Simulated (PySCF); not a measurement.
B3H4, B3H2O, B2H6NSi, AlB2H3N (calculated)

Computed with PySCF 2.14.0. Calculation on a computer-drawn molecule: the log of a Hartree-Fock and frozen-core CCSD(T) single point meant for a local Hartree-Fock minimum, with one planted fault or none, to be diagnosed. Offsets are logged minus clean, where the clean run is the same molecule without the fault. The reference is restricted for singlets and unrestricted otherwise, and also for a bond in bohr or an excited solution. Adding or removing an electron swaps singlet and doublet. The excited solution moves the top pair (singlet) or top alpha electron (doublet) to the lowest empty orbital. Highest occupied and lowest empty are orbital energies over both spins, largest force is the largest gradient component, triples share is (T) over the correlation energy, the T1 limit is 0.02 restricted and 0.045 unrestricted, electrons count all cores, a negative frequency is imaginary (commonest isotopes), and the dipole is about the centre of nuclear charge.

Common to all runs: meant charge 1; meant multiplicity 1; logged SCF converged yes; possible faults no fault, one electron removed, one electron added, multiplicity raised by two, geometry at a saddle point, SCF held on an excited solution, minimal basis STO-3G, one bond length entered in bohr, all coordinates scaled.

```json
{"entry": 1, "formula": "B3H4", "logged_structure": {"atoms_angstrom": [["B", -0.4993, -0.3654, -0.5925], ["B", -0.1191, -0.498, 1.0856], ["B", 0.2612, -0.6304, 2.7637], ["H", -1.5402, -0.8037, -0.9671], ["H", 0.2953, 0.1589, -1.3065], ["H", 0.8306, -1.6079, 3.1331], ["H", -0.0614, 0.261, 3.4829]]}, "given": {"meant_basis": "cc-pVDZ", "logged_electrons": 18, "logged_basis_functions": 62, "logged_spin_squared": 0.0, "logged_highest_occupied [eV]": -14.086, "logged_lowest_empty [eV]": -10.86, "logged_largest_force [hartree/bohr]": 0.076978, "logged_CC_converged": "no", "logged_dipole_magnitude [debye]": 0.00050036, "logged_SCF_stable_within_its_kind": "no", "logged_energy_HF [hartree]": -75.64187, "drawn_bonds_atom": [1, 2, 1, 1, 3, 3], "drawn_bonds_other_atom": [2, 3, 4, 5, 6, 7], "drawn_bonds_order": [1, 1, 1, 1, 1, 1]}, "results": {"planted_fault": "SCF held on an excited solution", "HF_energy_offset_from_clean_run [kcal/mol]": 220.4}, "notes": ["CCSD not converged"]}
{"entry": 2, "formula": "B3H2O", "logged_structure": {"atoms_angstrom": [["B", 0.8249, 0.9508, 0.3055], ["B", 1.12, -0.2362, -0.9172], ["B", 1.4082, -1.3992, -2.1155], ["O", 1.6068, -2.203, -2.9437], ["H", 0.0482, 0.669, 1.16], ["H", 1.4165, 1.9782, 0.2191]]}, "given": {"meant_basis": "cc-pVDZ", "logged_electrons": 25, "logged_basis_functions": 66, "logged_spin_squared": 0.7607, "logged_highest_occupied [eV]": -9.4806, "logged_lowest_empty [eV]": 0.25589, "logged_largest_force [hartree/bohr]": 0.035975, "logged_T1_diagnostic": 0.024474, "logged_D1_diagnostic": 0.081097, "logged_triples_share": 0.032891, "logged_CC_converged": "yes", "logged_dipole_magnitude [debye]": 2.9866, "logged_SCF_stable_within_its_kind": "yes", "logged_energy_HF [hartree]": -150.0514, "logged_energy_CCSD(T) [hartree]": -150.48883, "drawn_bonds_atom": [1, 2, 3, 1, 1], "drawn_bonds_other_atom": [2, 3, 4, 5, 6], "drawn_bonds_order": [1, 1, 2, 1, 1]}, "results": {"planted_fault": "one electron added", "HF_energy_offset_from_clean_run [kcal/mol]": -197.0, "CCSD(T)_energy_offset_from_clean_run [kcal/mol]": -202.8}}
{"entry": 3, "formula": "B2H6NSi", "logged_structure": {"atoms_angstrom": [["B", -2.6628, 1.5589, 0.5868], ["B", -1.5361, 0.4763, 1.2817], ["N", -0.6741, -0.3689, 1.7931], ["Si", -0.0425, -1.9399, 1.0279], ["H", -2.965, 2.5277, 1.205], ["H", -3.1001, 1.3005, -0.4878], ["H", -0.3036, -0.1469, 2.7111], ["H", -0.7522, -1.9866, -0.255], ["H", 1.4037, -1.7451, 0.9062], ["H", -0.4275, -2.9964, 1.9659]]}, "given": {"meant_basis": "cc-pV(D+d)Z", "logged_electrons": 36, "logged_basis_functions": 95, "logged_spin_squared": 0.0, "logged_highest_occupied [eV]": -17.522, "logged_lowest_empty [eV]": -4.4425, "logged_largest_force [hartree/bohr]": 2.8718e-05, "logged_lowest_frequency [cm^-1]": 109.52, "logged_T1_diagnostic": 0.014729, "logged_D1_diagnostic": 0.047759, "logged_triples_share": 0.027645, "logged_CC_converged": "yes", "logged_dipole_magnitude [debye]": 2.7754, "logged_SCF_stable_within_its_kind": "yes", "logged_energy_HF [hartree]": -396.01873, "logged_energy_CCSD(T) [hartree]": -396.48673, "drawn_bonds_atom": [1, 2, 3, 1, 1, 3, 4, 4, 4], "drawn_bonds_other_atom": [2, 3, 4, 5, 6, 7, 8, 9, 10], "drawn_bonds_order": [1, 1, 1, 1, 1, 1, 1, 1, 1]}, "results": {"planted_fault": "no fault", "HF_energy_offset_from_clean_run [kcal/mol]": 0.0, "CCSD(T)_energy_offset_from_clean_run [kcal/mol]": 0.0}}
{"entry": 4, "formula": "B2H6NSi", "logged_structure": {"atoms_angstrom": [["B", -2.7853, 1.6306, 0.6138], ["B", -1.6067, 0.4982, 1.3406], ["N", -0.7051, -0.3859, 1.8756], ["Si", -0.0444, -2.0292, 1.0752], ["H", -3.1014, 2.644, 1.2605], ["H", -3.2427, 1.3603, -0.5102], ["H", -0.3176, -0.1536, 2.8358], ["H", -0.7868, -2.078, -0.2667], ["H", 1.4683, -1.8254, 0.9479], ["H", -0.4472, -3.1342, 2.0563]]}, "given": {"meant_basis": "cc-pV(D+d)Z", "logged_electrons": 36, "logged_basis_functions": 95, "logged_spin_squared": 0.0, "logged_highest_occupied [eV]": -17.131, "logged_lowest_empty [eV]": -4.3899, "logged_largest_force [hartree/bohr]": 0.034379, "logged_T1_diagnostic": 0.016374, "logged_D1_diagnostic": 0.05564, "logged_triples_share": 0.029689, "logged_CC_converged": "yes", "logged_dipole_magnitude [debye]": 2.8626, "logged_SCF_stable_within_its_kind": "yes", "logged_energy_HF [hartree]": -396.00133, "logged_energy_CCSD(T) [hartree]": -396.47732, "drawn_bonds_atom": [1, 2, 3, 1, 1, 3, 4, 4, 4], "drawn_bonds_other_atom": [2, 3, 4, 5, 6, 7, 8, 9, 10], "drawn_bonds_order": [1, 1, 1, 1, 1, 1, 1, 1, 1]}, "results": {}}
{"entry": 5, "formula": "B2H6NSi", "logged_structure": {"atoms_angstrom": [["B", -2.6628, 1.5589, 0.5868], ["B", -1.5361, 0.4763, 1.2817], ["N", -0.6741, -0.3689, 1.7931], ["Si", -0.0425, -1.9399, 1.0279], ["H", -2.965, 2.5277, 1.205], ["H", -3.1001, 1.3005, -0.4878], ["H", -0.3036, -0.1469, 2.7111], ["H", -0.7522, -1.9866, -0.255], ["H", 1.4037, -1.7451, 0.9062], ["H", -0.4275, -2.9964, 1.9659]]}, "given": {"meant_basis": "cc-pV(D+d)Z", "logged_electrons": 35, "logged_basis_functions": 95, "logged_spin_squared": 0.7645, "logged_highest_occupied [eV]": -23.466, "logged_lowest_empty [eV]": -14.677, "logged_largest_force [hartree/bohr]": 0.075588, "logged_T1_diagnostic": 0.088078, "logged_D1_diagnostic": 0.5324, "logged_triples_share": 0.030952, "logged_CC_converged": "yes", "logged_dipole_magnitude [debye]": 4.0975, "logged_SCF_stable_within_its_kind": "yes", "logged_energy_HF [hartree]": -395.42294, "logged_energy_CCSD(T) [hartree]": -395.86438, "drawn_bonds_atom": [1, 2, 3, 1, 1, 3, 4, 4, 4], "drawn_bonds_other_atom": [2, 3, 4, 5, 6, 7, 8, 9, 10], "drawn_bonds_order": [1, 1, 1, 1, 1, 1, 1, 1, 1]}, "results": {}, "notes": ["T1 above single-reference limit"]}
{"entry": 6, "formula": "AlB2H3N", "logged_structure": {"atoms_angstrom": [["B", 1.5571, 2.1503, -1.9201], ["B", 0.9242, 1.0077, -0.8133], ["N", 0.4523, 0.1557, 0.0116], ["Al", -0.1667, -0.9626, 1.0972], ["H", 1.7508, 3.2651, -1.5515], ["H", 1.7903, 1.8061, -3.0351], ["H", -0.7338, -1.9871, 2.0919]]}, "given": {"meant_basis": "cc-pV(D+d)Z", "logged_electrons": 32, "logged_basis_functions": 80, "logged_spin_squared": 0.0, "logged_highest_occupied [eV]": -16.915, "logged_lowest_empty [eV]": -4.0198, "logged_largest_force [hartree/bohr]": 2.8529e-05, "logged_lowest_frequency [cm^-1]": 96.953, "logged_T1_diagnostic": 0.015922, "logged_D1_diagnostic": 0.041408, "logged_triples_share": 0.033447, "logged_CC_converged": "yes", "logged_dipole_magnitude [debye]": 3.873, "logged_SCF_stable_within_its_kind": "yes", "logged_energy_HF [hartree]": -347.26158, "logged_energy_CCSD(T) [hartree]": -347.65345, "drawn_bonds_atom": [1, 2, 3, 1, 1, 4], "drawn_bonds_other_atom": [2, 3, 4, 5, 6, 7], "drawn_bonds_order": [1, 1, 2, 1, 1, 1]}, "results": {}}
```

Q: B2H6NSi (entry 4): planted fault?
A: all coordinates scaled, by +4.6 %

Q: Which fault was planted in the run of B2H6NSi (entry 5)?
A: one electron removed

Q: Which fault was planted in the run of AlB2H3N (entry 6)?
A: no fault

Further results for B2H6NSi (entry 4):

* HF energy offset from clean run: 10.92 kcal/mol
* CCSD(T) energy offset from clean run: 5.903 kcal/mol

Further results for B2H6NSi (entry 5):

* HF energy offset from clean run: 373.9 kcal/mol
* CCSD(T) energy offset from clean run: 390.5 kcal/mol

Further results for AlB2H3N (entry 6):

- HF energy offset from clean run: 0 kcal/mol
- CCSD(T) energy offset from clean run: 0 kcal/mol
